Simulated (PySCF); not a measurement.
## NMR problem set

PySCF calculation with shieldings: GIAO PBE0/pcSseg-1 and coordinates at the GFN2-xTB level; one conformer, one averaged value for each set of equivalent atoms, relativity neglected, no solvent model.

δ = σ(ref) − σ, references computed at the same level: $^{1}$H and $^{13}$C against TMS. Where no couplings were computed, multiplicities follow the n + 1 count of equivalent neighbours, and m marks all less simple cases (inequivalent or close neighbours, rings, F or P nearby). Shifts are as computed. Against solution values, carbons near 30 ppm lie about +3 ppm off and those near 130 ppm about +5 ppm; carbons on Cl a further +6 ppm. Of 1211 compounds with measured shifts, 218 miss one by over three times the rms of a fit or turn the order of signals round; such compounds aren't used in these exercises. Carbons bonded to Cl come out too deshielded.

(1) C₉H₇Cl. $^{1}$H NMR (300 MHz, computed): δ 6.59 (t, 1H), 4.29 (d, 2H), 1.76 (s, 2H), 1.48 (s, 2H). $^{13}$C{$^{1}$H} NMR (computed): δ 140.5 (C), 125.0 (CH), 87.1 (C), 73.9 (CH), 50.9 (CH2), 23.3 (CH2), 8.7 (C). What is it?

(2) C₁₁H₉N. $^{1}$H NMR (600 MHz, computed): δ 7.74 (d, 1H), 7.62 (m, 1H), 7.47 (m, 1H), 2.56 (s, 3H), 2.47 (s, 3H). $^{13}$C{$^{1}$H} NMR (computed): δ 148.0 (C), 137.4 (CH), 137.1 (CH), 133.8 (C), 132.3 (CH), 123.8 (C), 121.3 (C), 112.8 (C), 82.6 (C), 24.6 (CH3), 6.1 (CH3). What is it?

## Answers

(1) SMILES C#CC1(C#C)C/C1=C\CCl. Rings plus π bonds: 6 (1 ring in the answer). 7 carbon signals for 9 carbons: some carbons are equivalent by symmetry or fast rotation. Carbon types of the structure: 4 × C, 3 × CH, 2 × CH2, which accounts for all hydrogens. δC 140.5: fully substituted alkene carbon; an sp2 carbon of a C=C bond. δC 125.0: alkene CH; as expected for a trigonal carbon in a double bond. δC 87.1: alkyne carbon; the triple bond shields along its axis, which puts it between sp3 and sp2 carbons. δC 73.9: terminal alkyne carbon; the triple bond shields along its axis, which puts it between sp3 and sp2 carbons.

The shifts were computed for this structure.

(2) SMILES CC#Cc1c(C)cccc1C#N. Rings plus π bonds: 8 (1 ring in the answer). 11 carbon signals for 11 carbons: no two carbons are equivalent. Carbon types of the structure: 6 × C, 3 × CH, 2 × CH3, which accounts for all hydrogens. δC 148.0, 133.8, 121.3: substituted aromatic carbon. δC 137.4, 137.1, 132.3: aromatic CH; the aromatic region. δC 123.8: nitrile carbon; this is the usual window of a C≡N carbon, which has no attached hydrogen. δC 112.8, 82.6: alkyne carbon.

The data come from this structure; uniqueness wasn't tested.
